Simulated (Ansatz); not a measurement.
Mulliken charges of ClGaH$_{2}$O (`[OH][GaH][Cl]`) from PBE/def2-TZVPP in Ansatz (PBE0-D4/def2-TZVP geometry).

```csv
atom,x (Å),y (Å),z (Å),charge (e)
O1,-1.152,0.516,-0.497,-0.358
Ga2,0.470,0.208,0.146,0.439
Cl3,0.927,-1.857,0.505,-0.260
H4,-1.672,-0.282,-0.622,0.190
H5,1.477,1.341,0.427,-0.011
```

Question: By hand: the dipole of these point charges (1 e Å = 4.8032 D).

Answer: Σ q r = (0.044, 0.321, -0.012) e Å, of length 0.324 e Å = 1.56 D.

Question: How does the dipole of the full density compare? (Estimate.)

Answer: Ansatz gave: (-0.017, 0.095, -0.015) e Å, 0.47 D; the point charges give 3.32 times that, at 19° from its direction.

Point charges leave out the atoms' own dipoles, such as those of lone pairs, and Mulliken's split depends on the basis, so the two needn't agree.
